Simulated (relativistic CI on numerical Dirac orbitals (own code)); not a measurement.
## Ni4+ in a cubic cluster: 2p photoemission with charge transfer

Computed with a charge-transfer multiplet model of a cubic metal-ligand cluster with up to 2 ligand holes, Slater and spin-orbit integrals from Dirac-Coulomb-Breit ions, Slater integrals scaled by 0.9. The ground state mixes d6 with configurations of k ligand holes L, whose averages lie at kΔ + k(k − 1)U_dd/2; a core hole lowers each added d electron by U_cd. 300 K, Lorentzian 0.6 eV and Gaussian 0.8 eV FWHM.

Atomic integrals in eV (Slater integrals scaled, ζ unscaled), ground: F2dd 12.773, F4dd 8.015, zeta_d 0.099; with the core hole: F2dd 14.229, F4dd 8.968, zeta_d 0.136, zeta_core 11.396, F2cd 8.696, G1cd 6.813, G3cd 3.880.

Cluster parameters (eV): Δ = 0.4, U_dd = 7.5, U_cd = 8.6, 10Dq = 1.15, 10Dq(ligand) = 1.5, final-state hopping factor = 0.9.

```tsv
Case	n_d	d6	d7L	d8L2	S
V(eg) = 2.5 eV, V(t2g) = -1.13 eV	6.77	0.33	0.56	0.10	0.28
V(eg) = 2.8 eV, V(t2g) = -1.27 eV	6.80	0.32	0.56	0.12	0.16
V(eg) = 3.7 eV, V(t2g) = -1.68 eV	6.85	0.30	0.56	0.15	0.06
```

Weights, n_d and S are thermal averages at 300 K. Binding energies count from the first peak over 30 % of the highest in each spectrum, which can be another peak from case to case. The parameters are a model scan and need not match a compound or its usual spin state. Peaks in eV (height, largest 100):
- V(eg) = 2.5 eV, V(t2g) = -1.13 eV: 0.0 (100), 3.8 (19), 6.5 (14), 9.4 (9), 12.3 (12), 18.3 (30), 19.6 (33), 24.1 (6), 29.8 (10)
- V(eg) = 2.8 eV, V(t2g) = -1.27 eV: 0.0 (100), 3.8 (17), 7.0 (10), 10.9 (7), 13.2 (10), 18.2 (33), 19.6 (29), 30.6 (8)
- V(eg) = 3.7 eV, V(t2g) = -1.68 eV: 0.0 (100), 2.4 (11), 3.9 (13), 13.8 (6), 16.0 (8), 18.1 (42), 19.8 (20)

For the case V(eg) = 2.8 eV, V(t2g) = -1.27 eV, Δ = 0.4 eV is smaller than U_dd = 7.5 eV, the charge-transfer side of the Zaanen-Sawatzky-Allen scheme. With the core hole the average of the configuration with one ligand hole lies at Δ − U_cd = -8.2 eV before mixing: it lies below the unscreened one, so the lowest final states are mostly screened and the unscreened weight appears at higher binding energy as a satellite.

With at most 2 ligand holes the space is cut while the next configuration still counts, so covalency is underestimated, and a final configuration with one more ligand hole, which can lie low, is missing from the spectra.
